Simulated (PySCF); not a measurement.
Species: C6H3N2O (doublet state).
Cartesian coordinates in Å at the GFN2-xTB level; atoms count from 1:
```
atom  x, y, z in Å
N1     1.2670    3.5522   -0.6559
C2     0.9314    2.4612   -0.4083
C3     0.5206    1.2426   -0.1128
C4     0.3008   -0.0118    0.1631
C5     1.3823   -1.0374    0.0627
O6     1.2275   -2.1820    0.3781
C7    -1.0485   -0.5601    0.5870
C8    -1.9150   -0.6405   -0.5645
N9    -2.5848   -0.6966   -1.4875
H10    2.3373   -0.6437   -0.3162
H11   -1.5163    0.0826    1.3370
H12   -0.9011   -1.5672    0.9913
```

The hyperfine couplings belong to this conformer and change with its torsions.

As a line formula: `N#C/[C]=C(\C=O)CC#N` [radical].

Theory: UKS B3LYP, pcH-1 on C H N O, non-relativistic, mean-field spin-orbit, GIAO in PySCF. The structure is a single GFN2-xTB conformer in the gas phase; no vibrational or solvent corrections. A GFN2-xTB geometry isn't a minimum of the functional, and hyperfine couplings can be far from their values at a DFT geometry. No stability test was run, so a lower SCF solution isn't excluded. ⟨S²⟩ is 0.776 where a pure state has 0.75.

Task: The isotropic 13C couplings are +79.2, +74.0, -67.0, +52.1, -47.7, -8.8 MHz. Assign them to C2; C3; C4; C5; C7; C8.

Result: 
| site | a_iso (MHz) | ρ(0) (bohr⁻³) | position | distance from C3 (Å) | spin population | largest \|T\| (MHz) |
| --- | --- | --- | --- | --- | --- | --- |
| C2 | -67.0 | -0.0596 | 1 bond from C3 | 1.32 | -0.24 | 25.8 |
| C3 | +79.2 | +0.0705 | largest spin population | 0.00 | +0.82 | 119.0 |
| C4 | -47.7 | -0.0424 | 1 bond from C3 | 1.30 | -0.17 | 16.7 |
| C5 | +74.0 | +0.0658 | 2 bonds from C3 | 2.44 | +0.05 | 8.4 |
| C7 | +52.1 | +0.0463 | 2 bonds from C3 | 2.49 | +0.05 | 11.3 |
| C8 | -8.8 | -0.0078 | 3 bonds from C3 | 3.11 | -0.01 | 0.7 |

Task: The isotropic 1H couplings, averaged over equivalent nuclei, are +5.9, -2.6 MHz. Assign them to H10; H11/H12.

Result: 
```tsv
site	a_iso (MHz)	ρ(0) (bohr⁻³)	position	distance from C3 (Å)	bound to	spin population there	largest |T| (MHz)
H10	+5.9	+0.0013	3 bonds from C3	2.63	C5	+0.05	5.5
H11/H12	-2.6	-0.0006	3 bonds from C3	3.05	C7	+0.05	4.8
```

ρ(0) is the spin density at the nucleus and T the dipolar tensor; entries for several nuclei are means. Largest spin populations (Mulliken): C3 (+0.82), N1 (+0.48), C2 (-0.24) and C4 (-0.17). The positive populations add up to 1.42 and the negative ones to -0.42, together 2S = 1.

Class means assume fast exchange of nuclei equivalent by connectivity; if that motion is slow, each nucleus keeps its own coupling. The 1H value of -2.6 MHz is a mean of couplings from -9.0 to 3.8 MHz in this one geometry, not an average over conformers.

Time: 66 s of wall time (with the writing of density and orbital grids); peak memory 1.0 GiB. Hardware: one thread, Arm Neoverse V1 (aarch64), shared host with 64 logical CPUs at a one-minute load of 150.
